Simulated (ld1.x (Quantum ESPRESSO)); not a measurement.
## Pseudopotential generation for S: RRKJ, LDA (PZ), non-relativistic.

ld1.x (Quantum ESPRESSO) 7.5 input, shortened:

```
&input
   title='S', zed=16., rel=0, dft='PZ', iswitch=3,
   config='[Ne] 3s2 3p1'
 /
 &inputp
   pseudotype=2, tm=.false., lloc=1,
   nlcc=.true.
 /
2
3S  1  0   2.00   0.00  0.95  0.95  0.0
3P  2  1   1.00   0.00  1.30  1.30  0.0
 &test
   configts(1)='3s2 3p1'
 /
```

All-electron outer shells of the reference configuration (LDA (PZ), non-relativistic, ld1.x):

| shell | level (eV) | outermost node (bohr) | outermost maximum (bohr) |
| --- | --- | --- | --- |
| 3s | -52.12 | 0.60 | 1.34 |
| 3p | -40.42 | 0.57 | 1.44 |

(1) Does the generator finish with these settings?

Answers

(1) No. ld1.x (Quantum ESPRESSO) 7.5 stopped with "compute_chi: n is too large": the Bessel-function wave could not be built (negative determinant in compute_phi), and the routine for χ then failed on it.
